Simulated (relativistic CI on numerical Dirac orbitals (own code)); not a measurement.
## One change at a time: Rh¹⁵⁺

Base calculation: Dirac-Coulomb-Breit CI, orbitals from a KLI potential per configuration, model QED, unscaled Slater integrals.

Configurations in the expansion (outside the closed core [Ar]): 3d10 4s2, 3d10 4s 4p, 3d10 4p2, 3d10 4s 4d, 3d10 4d2, 3d10 4s 4f, 3d10 4p 4d, 3d10 4f2, 3d10 4p 4f, 3d10 4s 5s, 3d10 4s 5p, 3d10 4d 4f, 3d10 4s 5d, 3d10 4s 5f, 3d10 4s 5g, 3d10 4s 6s, 3d10 4s 6p, 3d10 4s 6d, 3d10 4s 6f, 3d10 4s 7s, 3d9 4s2 4p, 3d9 4s2 4d, 3d9 4s2 4f, 3d9 4s2 5s, 3d9 4s2 5p, 3d9 4s2 5d. Double excitations out of closed p, d and f shells are left out; levels of such configurations are missing from the list, as are those of other unlisted configurations, and high levels can miss mixing partners. These lack a partner that the ground configuration has and come out too high: 3d9 4s2 4p, 3d9 4s2 4d, 3d9 4s2 4f, 3d9 4s2 5s, 3d9 4s2 5p.

Variants: (1) QED terms removed. Shifts of the energy above 3d10 4s2 1S_0, in cm⁻¹, for the lowest level and the first level of each name with at least 55 % of one term (blank where a level changes its place among those of its configuration and J or its character, or is not in the variant):

```tsv
Level	Base	Δ(1)
3d10 4s2 1S_0	0	0
3d10 4s 4p 3P°_0	238581	+1057
3d10 4s 4p 3P°_1	249916	+1042
3d10 4s 4p 3P°_2	286218	+965
3d10 4s 4p 1P°_1	363087	+995
3d10 4p2 3P_0	560751	+2146
3d10 4p2 3P_1	592821	+2072
3d10 4p2 1D_2	594807	+2008
3d10 4p2 3P_2	639400	+1936
3d10 4p2 1S_0	694925	+1971
3d10 4s 4d 3D_1	769003	+1062
3d10 4s 4d 3D_2	772025	+1054
3d10 4s 4d 3D_3	777145	+1036
3d10 4s 4d 1D_2	834710	+1162
3d10 4p 4d 3F°_2	1021596	+2156
3d10 4p 4d 3F°_3	1043147	+2106
3d10 4p 4d 3F°_4	1073796	+2030
3d10 4p 4d 3D°_1	1077728	+2155
3d10 4p 4d 3P°_0	1109101	+2076
3d10 4p 4d 3P°_1	1111773	+2075
3d10 4p 4d 3D°_3	1111925	+2057
3d10 4p 4d 3D°_2	1115777	+2065
```

At this charge energies of transitions that change n are usually good to better than 1 %, and those within a shell (Δn = 0) to a few per cent.

Ionisation energy from the two ground configurations alone: base 386.572 eV; QED terms removed 386.697 eV. The NIST ASD value (theoretical) is 389.3 eV.

LS names give the leading component of a level, which can be under half, so a name can repeat, a term be missing and a line seem to break the LS rules.
